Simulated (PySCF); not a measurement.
Ionisation energy of Bi(69+) by level of theory

Bi(69+) [Ne] 3s2 3p2 (3P) → Bi(70+) [Ne] 3s2 3p1 (2P), as a difference of total energies. Computed with PySCF 2.14 in an even-tempered Gaussian basis (17 s from 21 bohr⁻², ratio 2.5; 12 p from 28 bohr⁻², ratio 2.5; 4 d from 110 bohr⁻², ratio 2.7; 4 f from 160 bohr⁻², ratio 2.7), with the spin-free X2C one-electron Hamiltonian (Gaussian nucleus). Correlated levels: outer shells: 1s2 frozen; virtual orbitals above 40 to 60 times the deepest correlated orbital energy dropped. The calculations carry no spin-orbit coupling.

```json
{"method": "UHF", "ionisation energy (eV)": "8368.2"}
{"method": "MP2 (outer shells)", "ionisation energy (eV)": "8368.9"}
{"method": "SCS-MP2 (outer shells)", "ionisation energy (eV)": "8368.7"}
{"method": "CCSD (outer shells)", "ionisation energy (eV)": "8368.9"}
{"method": "CCSD(T) (outer shells)", "ionisation energy (eV)": "8368.9"}
```

Spin-orbit coupling is strong in these open shells (close to jj coupling). The scalar numbers leave it out and a first-order estimate fails, so it can dominate the gap to the real levels.

Breit and QED terms and the two-electron picture change are absent.

For comparison: 8780 ± 50 eV (theoretical estimate listed by NIST; NIST Atomic Spectra Database, ionization energies).
